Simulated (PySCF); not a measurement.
**Shifts of the heteroatoms**

Atom-mapped SMILES (the numbers label the heavy atoms): `[F:1][CH:2]([F:3])[O:4][c:5]1[cH:6][cH:7][cH:8][cH:9][n:10]1`. Hydrogens are named by the atom that carries them.

PySCF 2.14 calculation with J couplings at B3LYP/pcJ-1 (spin–dipole term only in couplings to heteroatoms), shielding tensors at PBE0/pcSseg-1 (GIAO) and PBE0-D3(BJ)/def2-SVP geometry; relativity neglected, fast rotation and ring inversion assumed for equivalent nuclei, one conformer, in vacuum.

Question: Predict the ¹⁹F NMR data.

Answer: 
```
atoms              environment  σ (ppm)  δ (ppm)
F1/F3  fluorine of a CF2 group    284.1    -92.0
```

Shieldings were converted by a linear fit to measured shifts: ¹⁹F: δ = 160.63 − 0.942σ +14.9 on sp3 carbon (rms 6.9 ppm, 221 shifts, 7.7 ppm with the 5 outliers that the fit left out vs CFCl3, solution or neat liquid). Occasional misses reach two or three times the rms, and more in compound classes unlike the fitted ones. Couplings are scaled by factors fitted to measured values: ³J(H,H) × 0.91 (rms 0.4 Hz, 0.5 with 2 outliers), ¹J(C,F) × 0.77 (rms 7.3 Hz), ³J(C,F) × 1.48 (rms 1.3 Hz); all others are unscaled and can be 10–30 % off.

Couplings (the largest are listed; each averaged over equivalent pairs): ¹J(F1,C2) = -248.8 Hz, ²J(F1,F3) = 125.0 Hz, ²J(F1,H(C2)) = 80.6 Hz, ²J(F1,O4) = -37.9 Hz, ³J(F1,C5) = 5.6 Hz.

On a 300 MHz spectrometer ¹⁹F resonates near 282.3 MHz, so 1 ppm is 282.3 Hz.

Question: Where does ¹⁵N resonate?

Answer: 
```tsv
atoms	environment	σ (ppm)	δ (ppm)
N10	pyridine-type ring nitrogen	-34.6	-118.7
```

Shieldings were converted by a linear fit to measured shifts: ¹⁵N (scatter 7.2 ppm rms vs CH3NO2, solution or neat liquid). Occasional misses reach two or three times the rms, and more in compound classes unlike the fitted ones. Couplings are scaled by factors fitted to measured values: ³J(H,H) × 0.91 (rms 0.4 Hz, 0.5 with 2 outliers), ¹J(C,F) × 0.77 (rms 7.3 Hz), ³J(C,F) × 1.48 (rms 1.3 Hz); all others are unscaled and can be 10–30 % off.

Couplings (the largest are listed; each averaged over equivalent pairs): ²J(N10,H(C9)) = -12.8 Hz, ³J(N10,H(C8)) = -1.8 Hz. Signs are for ¹⁵N, whose magnetogyric ratio is negative.

On a 300 MHz spectrometer ¹⁵N resonates near 30.4 MHz, so 1 ppm is 30.4 Hz.

Question: Where does ¹⁷O resonate?

Answer: 
```json
{"atoms": "O4", "environment": "ether oxygen", "σ (ppm)": "136.7", "δ (ppm)": "142.1"}
```

Shieldings were converted by a linear fit to measured shifts: ¹⁷O: δ = 264.06 − 0.892σ (rms 13.4 ppm, 147 shifts, 14.2 ppm with the 1 outlier that the fit left out vs liquid water, solution or neat liquid). Occasional misses reach two or three times the rms, and more in compound classes unlike the fitted ones. Couplings are scaled by factors fitted to measured values: ³J(H,H) × 0.91 (rms 0.4 Hz, 0.5 with 2 outliers), ¹J(C,F) × 0.77 (rms 7.3 Hz), ³J(C,F) × 1.48 (rms 1.3 Hz); all others are unscaled and can be 10–30 % off.

Couplings (the largest are listed; each averaged over equivalent pairs; quadrupolar broadening usually hides them): ²J(F1,O4) = -37.9 Hz, ²J(O4,H(C2)) = -3.6 Hz, ³J(O4,H(C6)) = -1.3 Hz.

On a 600 MHz spectrometer ¹⁷O resonates near 81.3 MHz, so 1 ppm is 81.3 Hz.
